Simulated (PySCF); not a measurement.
## Peak assignment

Molfile (atoms numbered from 1):
```
C7H10F2
     RDKit          3D

 19 18  0  0  0  0  0  0  0  0999 V2000
    2.2350    1.1065   -1.2230 C   0  0  0  0  0  0  0  0  0  0  0  0
    1.4149    0.1232   -0.9050 C   0  0  0  0  0  0  0  0  0  0  0  0
    1.5114   -0.6850    0.3505 C   0  0  0  0  0  0  0  0  0  0  0  0
    0.2259   -0.5706    1.1917 C   0  0  0  0  0  0  0  0  0  0  0  0
   -0.9320   -1.1905    0.4815 C   0  0  0  0  0  0  0  0  0  0  0  0
   -1.9465   -0.5715   -0.1039 C   0  0  0  0  0  0  0  0  0  0  0  0
   -2.1487    0.9096   -0.1648 C   0  0  0  0  0  0  0  0  0  0  0  0
   -3.1110    1.3097    0.7153 F   0  0  0  0  0  0  0  0  0  0  0  0
   -2.6047    1.2695   -1.3934 F   0  0  0  0  0  0  0  0  0  0  0  0
    3.0563    1.3891   -0.5841 H   0  0  0  0  0  0  0  0  0  0  0  0
    2.1290    1.6647   -2.1375 H   0  0  0  0  0  0  0  0  0  0  0  0
    0.5982   -0.1422   -1.5640 H   0  0  0  0  0  0  0  0  0  0  0  0
    2.3596   -0.3443    0.9463 H   0  0  0  0  0  0  0  0  0  0  0  0
    1.6716   -1.7355    0.0923 H   0  0  0  0  0  0  0  0  0  0  0  0
    0.3771   -1.1049    2.1325 H   0  0  0  0  0  0  0  0  0  0  0  0
    0.0403    0.4771    1.4252 H   0  0  0  0  0  0  0  0  0  0  0  0
   -0.9032   -2.2717    0.4331 H   0  0  0  0  0  0  0  0  0  0  0  0
   -2.7347   -1.1305   -0.5875 H   0  0  0  0  0  0  0  0  0  0  0  0
   -1.2481    1.5067    0.0369 H   0  0  0  0  0  0  0  0  0  0  0  0
  1  2  2  0
  2  3  1  0
  3  4  1  0
  4  5  1  0
  5  6  2  0
  6  7  1  0
  7  8  1  0
  7  9  1  0
  1 10  1  0
  1 11  1  0
  2 12  1  0
  3 13  1  0
  3 14  1  0
  4 15  1  0
  4 16  1  0
  5 17  1  0
  6 18  1  0
  7 19  1  0
M  END
```

Computational details: shielding tensors at PBE0/pcSseg-1 (GIAO), geometry from GFN2-xTB, in PySCF (one computed conformer, no relativistic terms, averaged over atoms made equivalent by symmetry, fast rotation or ring inversion, no solvent model).

δ = σ(ref) − σ, references computed at the same level: TMS for $^{13}$C and $^{1}$H.

Problem. Assign these signals to the numbered atoms. $^{13}$C{$^{1}$H} NMR (computed): δ 145.9 (CH), 145.3 (CH), 134.5 (CH), 123.0 (CH2), 118.0 (CH), 37.0 (CH2), 32.8 (CH2).

Solution. 
| δ (ppm) | atoms | environment | reason |
| --- | --- | --- | --- |
| 145.9 | C2 | alkene CH | as expected for a trigonal carbon in a double bond |
| 145.3 | C5 | alkene CH | – |
| 134.5 | C6 | alkene CH | – |
| 123.0 | C1 | terminal =CH2 carbon | as expected for a trigonal carbon in a double bond |
| 118.0 | C7 | allylic sp3 CH bonded to 2 F | 2 electronegative neighbours deshield it |
| 37.0 | C3 | allylic sp3 CH2 | aliphatic region, no heteroatom directly attached |
| 32.8 | C4 | allylic sp3 CH2 | – |

C2 and C5 lie closer than the usual error of such a calculation, so a measured spectrum could show them in the other order.

Problem. Assign these signals to the numbered atoms. $^{1}$H NMR (300 MHz, computed): δ 6.68 (m, 1H), 6.33 (m, 1H), 6.15 (m, 1H), 6.09 (m, 1H), 5.51 (m, 1H), 5.39 (m, 1H), 2.36 (m, 2H), 2.16 (m, 2H).

Solution. 
6.68 → H19, hydrogen on an allylic sp3 CH bonded to 2 F: its carbon carries F, an electronegative neighbour
6.33 → H12, hydrogen on an alkene CH: olefinic region
6.15 → H17, hydrogen on an alkene CH
6.09 → H18, hydrogen on an alkene CH
5.51 → H10, hydrogen on a terminal =CH2 carbon: a vinylic proton, deshielded by the sp2 carbon and the C=C anisotropy
5.39 → H11, hydrogen on a terminal =CH2 carbon
2.36 → H15/H16, hydrogen on an allylic sp3 CH2: allylic position
2.16 → H13/H14, hydrogen on an allylic sp3 CH2

H17 and H18; H10 and H11 lie closer than the usual error of such a calculation, so a measured spectrum could show them in the other order.

Splittings by $^{19}$F in the carbon and heteronuclear signals aren't shown, as no couplings were computed. Shifts are as computed. Against solution values, carbons near 30 ppm lie about +3 ppm off and those near 130 ppm about +5 ppm. Of 1211 compounds with measured shifts, 218 miss one by over three times the rms of a fit or turn the order of signals round; such compounds aren't used in these exercises. Multiplicities follow the n + 1 count of equivalent neighbours, as no J values were calculated; m marks all less simple cases, F and P coupling included.
